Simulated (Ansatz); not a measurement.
The same molecule with X = C, Si, Ge, Sn. Ansatz, PBE0-D4/def2-TZVP geometries, multiplicity 1. Each molecule was computed in one conformer, which needn't be the lowest.

Elements past krypton have def2 core potentials. Scalar relativity is left out up to krypton.

```json
{"X": "C", "molecule": "`FC(F)(F)S`", "mean X–F bond length / Å": "1.332", "mean X–S bond length / Å": "1.805", "HOMO–LUMO gap (ωB97M-V/def2-TZVPP) / eV": "12.20", "HOMO–LUMO gap (PBE0/def2-TZVPP) / eV": "7.84", "HOMO energy (B3LYP/def2-TZVPP) / eV": "-7.97"}
{"X": "Si", "molecule": "`F[Si](F)(F)S`", "mean X–F bond length / Å": "1.573", "mean X–S bond length / Å": "2.089", "HOMO–LUMO gap (ωB97M-V/def2-TZVPP) / eV": "12.51", "HOMO–LUMO gap (PBE0/def2-TZVPP) / eV": "8.42", "HOMO energy (B3LYP/def2-TZVPP) / eV": "-8.28"}
{"X": "Sn", "molecule": "`[F][Sn]([F])([F])[SH]`", "mean X–F bond length / Å": "1.890", "mean X–S bond length / Å": "2.345", "HOMO–LUMO gap (ωB97M-V/def2-TZVPP) / eV": "10.41", "HOMO–LUMO gap (PBE0/def2-TZVPP) / eV": "6.09", "HOMO energy (B3LYP/def2-TZVPP) / eV": "-8.75"}
```

Q: Give the row for X = Ge, `[F][Ge]([F])([F])[SH]`. (Best estimate.)

A: The calculation gave: 
```csv
X,molecule,mean X–F bond length / Å,mean X–S bond length / Å,HOMO–LUMO gap (ωB97M-V/def2-TZVPP) / eV,HOMO–LUMO gap (PBE0/def2-TZVPP) / eV,HOMO energy (B3LYP/def2-TZVPP) / eV
Ge,`[F][Ge]([F])([F])[SH]`,1.707,2.166,11.81,7.48,-8.63
```

From C to Sn the mean X–F bond length rises at each step, by 0.558 Å in all; the mean X–S bond length rises at each step, by 0.540 Å in all; the HOMO–LUMO gap (ωB97M-V/def2-TZVPP) isn't monotonic: highest at Si, lowest at Sn; the HOMO–LUMO gap (PBE0/def2-TZVPP) isn't monotonic: highest at Si, lowest at Sn; the HOMO energy (B3LYP/def2-TZVPP) falls at each step, by 0.78 eV in all. Bonds lengthen as the atom grows down the group.

B3LYP here is the variant with VWN-RPA as its local correlation; programs differ in this.
